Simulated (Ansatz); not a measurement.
Energy profile

The step: SiHCl₃ ([Cl][SiH]([Cl])[Cl]) + HF → SiCl₃F ([F][Si]([Cl])([Cl])[Cl]) + H₂; bonds formed: Si1–F7, H2–H6; bonds broken: Si1–H2, H6–F7 (atoms numbered as in the saddle structure below).

| atom | x (Å) | y (Å) | z (Å) |
| --- | --- | --- | --- |
| Si1 | -0.3295 | -0.0520 | -0.0749 |
| H2 | 1.2323 | -0.5623 | -0.3045 |
| Cl3 | -0.8058 | -1.6227 | -1.3385 |
| Cl4 | -1.3047 | -0.5728 | 1.6224 |
| Cl5 | -1.0188 | 1.5431 | -1.1162 |
| H6 | 1.3882 | 0.2047 | 0.3042 |
| F7 | 0.8382 | 1.0620 | 0.9074 |

Electronic energies by CCSD(T) at an estimated basis limit (MP2 extrapolated from triple and quadruple zeta, plus CCSD(T) − MP2 in triple zeta), on PBE0-D4/def2-TZVP structures; SiH2Cl3F, closed shell; no counterpoise correction. Program: Ansatz 0.2.0. Basis: def2-TZVPP and def2-QZVPP. Cores are frozen in the correlated methods. Extrapolation: Hartree–Fock as exp(−7.88 √X), correlation as X^−2.97.

Q: Give the profile in eV, counted from the separated reactants. (An estimate is asked for; the value comes from the calculation.)

A: The calculation gives:
| point | eV |
| --- | --- |
| separated: SiHCl3 (linked as [Cl][SiH]([Cl])[Cl]; Si1, H2, Cl3, Cl4, Cl5; singlet) + HF (H6, F7; singlet) | 0.000 |
| start structure | -0.097 |
| saddle | 1.620 |
| end structure | -1.226 |
| separated: SiCl3F (linked as [F][Si]([Cl])([Cl])[Cl]; Si1, Cl3, Cl4, Cl5, F7; singlet) + H2 (H2, H6; singlet) | -1.210 |

T1 diagnostic: at most 0.011.

For scale, one of the runs: CCSD(T)/def2-TZVPP, 227 basis functions (an equivalent command: `ansatz run in.yaml --threads 4`). The run took 98 s on 4 CPU threads (shared host), with 3.5 GiB of host memory at its peak.
